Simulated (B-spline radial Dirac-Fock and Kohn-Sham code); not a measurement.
Level of theory: multi-electron Dirac-Fock with separately optimised hole states, Breit and Lamb-shift corrections added in first order; a radial B-spline solver. Free neutral atoms.

Question: Order these X-ray lines by photon energy, lowest first.
A. Ir Lℓ
B. Ce Lγ5
C. Tm Lβ6
D. Hg Lα1
E. Hf Lℓ
F. Nd Lα1

Answer: F (5230.4 eV), B (5865.0 eV), E (6954.7 eV), A (8035.9 eV), C (8173.0 eV), D (9987.5 eV).

Values without a named source are computed, but for edge energies of neutral atoms, which are taken from tables.
